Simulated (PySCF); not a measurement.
# Löwdin shares of the frontier orbitals

(H2Al-mu-F)2.
Cartesian coordinates in Å at the PBE0-D3(BJ)/def2-SVP level; atoms count from 1:
```xyz
8
Al2F2H4 angstrom
Al    -0.7542    1.2007   -0.0450
H     -2.2679    1.0771    0.3759
H      0.0309    2.4853   -0.5113
F     -0.2930   -0.2256   -1.1227
Al     0.7546   -1.2013    0.0450
H      2.2680   -1.0760   -0.3767
H     -0.0313   -2.4852    0.5117
F      0.2929    0.2250    1.1231
```

Level of theory: TDDFT PBE0/def2-SVPD, vertical, gas phase, core orbitals frozen in the response in PySCF 2.14.0, density-fitted response routines.

Frontier orbitals with the atoms that hold most of them (Löwdin shares over 4%, at most four atoms; ? is withheld):

```json
{"orbital": "HOMO-3", "ε (eV)": "-10.85", "atoms": "Al5 22%, Al1 22%, H6 12%, H7 12%"}
{"orbital": "HOMO-2", "ε (eV)": "-10.26", "atoms": "Al1 19%, Al5 18%, H2 12%, H3 12%"}
{"orbital": "HOMO-1", "ε (eV)": "-8.78", "atoms": "?"}
{"orbital": "HOMO", "ε (eV)": "-8.62", "atoms": "Al1 18%, Al5 17%, H3 14%, H2 14%"}
{"orbital": "LUMO", "ε (eV)": "?", "atoms": "?"}
{"orbital": "LUMO+1", "ε (eV)": "0.08", "atoms": "Al5 30%, Al1 30%, H6 7%, H7 7%"}
{"orbital": "LUMO+2", "ε (eV)": "0.13", "atoms": "Al1 31%, Al5 31%, F8 8%, F4 8%"}
```

(1) Give the leading atoms of the LUMO.

(2) Which atoms hold the HOMO-1, and with what shares?

(3) What is the LUMO energy, and the HOMO–LUMO gap?

Answers

(1) Al5 (bonded to 2 F and 2 H) 27%; Al1 (bonded to 2 F and 2 H) 27%; F4 (bonded to 2 Al) 10%; F8 (bonded to 2 Al) 10%. By element: aluminium 54%, fluorine 19%.

(2) Al5 (bonded to 2 F and 2 H) 21%; Al1 (bonded to 2 F and 2 H) 20%; H7 (bonded to Al) 15%; H6 (bonded to Al) 14%. By element: aluminium 40%, hydrogen 29% or more.

(3) ε(LUMO) = -0.73 eV; the gap is 7.89 eV (0.2899 hartree).

Problem. The HOMO–LUMO gap is 7.89 eV. Where does the response calculation put the lowest singlet, and from which orbitals?

Solution. S1 is at 6.59 eV (f = 0.0000), 1.30 eV below the gap, made of HOMO→LUMO (92%). 

Problem. One configuration dominates each of S1, S2, S3 and S4. Which, and how do the shares of the two leading atoms of either orbital change from the occupied to the empty one?

Solution. 
- S1 (6.59 eV, f 0.0000), HOMO→LUMO (92%): Al1 18% → 27%, Al5 17% → 27%
- S2 (6.71 eV, f 0.0000), HOMO-1→LUMO (87%): Al5 21% → 27%, Al1 20% → 27%
- S3 (7.53 eV, f 0.068), HOMO→LUMO+1 (96%): Al1 18% → 30%, Al5 17% → 30%
- S4 (7.60 eV, f 0.0000), HOMO-1→LUMO+1 (94%): Al5 21% → 30%, Al1 20% → 30%

Löwdin shares depend on the basis, the more so with diffuse functions.

One conformer stands for the species.
